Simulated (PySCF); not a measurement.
## Calculated data, CH₅B₂Cl, CH₅B₂O, CH₇B₂Si, B₂H₂N

Computed with PySCF 2.14.0. Calculation on a computer-drawn molecule: the log of a Hartree-Fock and frozen-core CCSD(T) single point meant for a local Hartree-Fock minimum, with one planted fault or none, to be diagnosed. Offsets are logged minus clean, where the clean run is the same molecule without the fault. The reference is restricted for singlets and unrestricted otherwise, and also for a bond in bohr or an excited solution. Adding or removing an electron swaps singlet and doublet. The excited solution moves the top pair (singlet) or top alpha electron (doublet) to the lowest empty orbital. Highest occupied and lowest empty are orbital energies over both spins, largest force is the largest gradient component, triples share is (T) over the correlation energy, the T1 limit is 0.02 restricted and 0.045 unrestricted, electrons count all cores, a negative frequency is imaginary (commonest isotopes), and the dipole is about the centre of nuclear charge.

Common to all runs: logged SCF converged yes; logged CC converged yes; logged SCF stable within its kind yes; possible faults no fault, one electron removed, one electron added, multiplicity raised by two, geometry at a saddle point, SCF held on an excited solution, minimal basis STO-3G, one bond length entered in bohr, all coordinates scaled.

```yaml
- entry: 1
  formula: CH5B2Cl
  logged_structure:
    atoms_angstrom:
      - [B, -0.041, 0.316, -0.0928]
      - [C, 0.0694, 1.8776, -0.5387]
      - [B, 1.3092, 2.146, -1.533]
      - [Cl, 2.7096, 3.2168, -1.0442]
      - [H, -0.1479, -0.0118, 1.0961]
      - [H, -0.04, -0.5739, -0.9565]
      - [H, -0.8554, 2.0103, -1.193]
      - [H, 0.0202, 2.5955, 0.3248]
      - [H, 1.384, 1.6369, -2.6527]
  given:
    meant_charge: 0
    meant_multiplicity: 1
    meant_basis: "cc-pV(D+d)Z"
    logged_electrons: 38
    logged_basis_functions: 90
    logged_spin_squared: 0.0
    "logged_highest_occupied [eV]": -11.66
    "logged_lowest_empty [eV]": 1.757
    "logged_largest_force [hartree/bohr]": 0.018819
    logged_T1_diagnostic: 0.012598
    logged_D1_diagnostic: 0.044789
    logged_triples_share: 0.028029
    "logged_dipole_magnitude [debye]": 1.7455
    "logged_energy_HF [hartree]": -549.67827
    "logged_energy_CCSD(T) [hartree]": -550.19263
    drawn_bonds_atom: [1, 2, 3, 1, 1, 2, 2, 3]
    drawn_bonds_other_atom: [2, 3, 4, 5, 6, 7, 8, 9]
    drawn_bonds_order: [1, 1, 1, 1, 1, 1, 1, 1]
  results:
    planted_fault: "all coordinates scaled, by +3.2 %"
    "HF_energy_offset_from_clean_run [kcal/mol]": 4.58
    "CCSD(T)_energy_offset_from_clean_run [kcal/mol]": 2.835
- entry: 2
  formula: CH5B2O
  logged_structure:
    atoms_angstrom:
      - [B, -0.6533, -1.1292, -0.8244]
      - [C, -0.3672, -0.1288, 0.203]
      - [B, -1.046, -0.436, 1.6815]
      - [O, -0.3593, -0.3035, 2.7987]
      - [H, -0.8933, -1.9391, -1.6405]
      - [H, 0.7155, 0.0545, 0.2356]
      - [H, -0.8712, 0.7944, -0.142]
      - [H, -2.1938, -0.7496, 1.7163]
      - [H, 1.3583, 0.1959, 2.7608]
  given:
    meant_charge: 1
    meant_multiplicity: 1
    meant_basis: cc-pVDZ
    logged_electrons: 28
    logged_basis_functions: 81
    logged_spin_squared: 0.8183
    "logged_highest_occupied [eV]": -16.721
    "logged_lowest_empty [eV]": -4.7581
    "logged_largest_force [hartree/bohr]": 0.018257
    logged_T1_diagnostic: 0.065274
    logged_D1_diagnostic: 0.34119
    logged_triples_share: 0.038732
    "logged_dipole_magnitude [debye]": 7.5829
    "logged_energy_HF [hartree]": -164.63505
    "logged_energy_CCSD(T) [hartree]": -165.14661
    drawn_bonds_atom: [1, 2, 3, 1, 2, 2, 3, 4]
    drawn_bonds_other_atom: [2, 3, 4, 5, 6, 7, 8, 9]
    drawn_bonds_order: [1, 1, 1, 1, 1, 1, 1, 1]
  results:
    planted_fault: "one bond length entered in bohr, row 8 of the drawn bonds"
    "HF_energy_offset_from_clean_run [kcal/mol]": 84.45
    "CCSD(T)_energy_offset_from_clean_run [kcal/mol]": 88.71
  notes: ["T1 above single-reference limit"]
- entry: 3
  formula: CH7B2Si
  logged_structure:
    atoms_angstrom:
      - [B, -2.0092, -0.5908, -0.2038]
      - [B, -1.0581, 0.1652, -1.1476]
      - [C, 0.3488, 0.1887, -1.0049]
      - [Si, -1.8093, 1.0927, -2.6026]
      - [H, -2.4553, -0.1034, 0.6768]
      - [H, -2.3213, -1.6282, -0.4014]
      - [H, 0.8399, -0.3957, -0.3686]
      - [H, 0.9406, 0.7892, -1.5305]
      - [H, -3.1424, 1.3163, -2.4711]
      - [H, -1.2009, 2.2956, -2.7781]
      - [H, -1.6267, 0.364, -3.7362]
  given:
    meant_charge: 0
    meant_multiplicity: 2
    meant_basis: "cc-pV(D+d)Z"
    logged_electrons: 37
    logged_basis_functions: 100
    logged_spin_squared: 0.7595
    "logged_highest_occupied [eV]": -10.227
    "logged_lowest_empty [eV]": 0.74599
    "logged_largest_force [hartree/bohr]": 0.062657
    logged_T1_diagnostic: 0.017991
    logged_D1_diagnostic: 0.082522
    logged_triples_share: 0.025401
    "logged_dipole_magnitude [debye]": 1.5213
    "logged_energy_HF [hartree]": -380.08934
    "logged_energy_CCSD(T) [hartree]": -380.54485
    drawn_bonds_atom: [1, 2, 2, 1, 1, 3, 3, 4, 4, 4]
    drawn_bonds_other_atom: [2, 3, 4, 5, 6, 7, 8, 9, 10, 11]
    drawn_bonds_order: [1, 1, 1, 1, 1, 1, 1, 1, 1, 1]
  results:
    planted_fault: "all coordinates scaled, by -8.6 %"
    "HF_energy_offset_from_clean_run [kcal/mol]": 49.61
    "CCSD(T)_energy_offset_from_clean_run [kcal/mol]": 52.3
- entry: 4
  formula: B2H2N
  logged_structure:
    atoms_angstrom:
      - [B, -2.9388, 0.759, -1.5943]
      - ["N", -2.055, 0.9117, -0.6738]
      - [B, -1.1712, 1.0642, 0.2466]
      - [H, -3.7422, 0.6203, -2.4311]
      - [H, -0.3676, 1.2031, 1.0834]
  given:
    meant_charge: 1
    meant_multiplicity: 1
    meant_basis: cc-pVDZ
    logged_electrons: 18
    logged_basis_functions: 52
    logged_spin_squared: 0.0
    "logged_highest_occupied [eV]": -19.987
    "logged_lowest_empty [eV]": -4.4182
    "logged_largest_force [hartree/bohr]": 1.0737e-05
    "logged_lowest_frequency [cm^-1]": 173.77
    logged_T1_diagnostic: 0.014823
    logged_D1_diagnostic: 0.034237
    logged_triples_share: 0.037047
    "logged_dipole_magnitude [debye]": 0.00038213
    "logged_energy_HF [hartree]": -104.75705
    "logged_energy_CCSD(T) [hartree]": -105.06773
    drawn_bonds_atom: [1, 2, 1, 3]
    drawn_bonds_other_atom: [2, 3, 4, 5]
    drawn_bonds_order: [2, 1, 1, 1]
  results:
    planted_fault: "no fault"
    "HF_energy_offset_from_clean_run [kcal/mol]": 0.0
    "CCSD(T)_energy_offset_from_clean_run [kcal/mol]": 0.0
```
